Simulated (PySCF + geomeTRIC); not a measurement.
A geometry relaxed with PBE0-D3(BJ)/def2-TZVP run with PySCF + geomeTRIC, charge 0, multiplicity 1:

```xyz
6

H     -0.9211    -0.1024    -1.3698
H      2.0460    -0.1441    -0.4201
H     -1.4970    -0.5480     0.9484
S      1.3442    -0.8600     0.4746
Si    -0.5166     0.0992     0.0445
H     -0.4568     1.5567     0.3217
```

Q: Write the SMILES of this molecule.

A: `[SiH3]S`
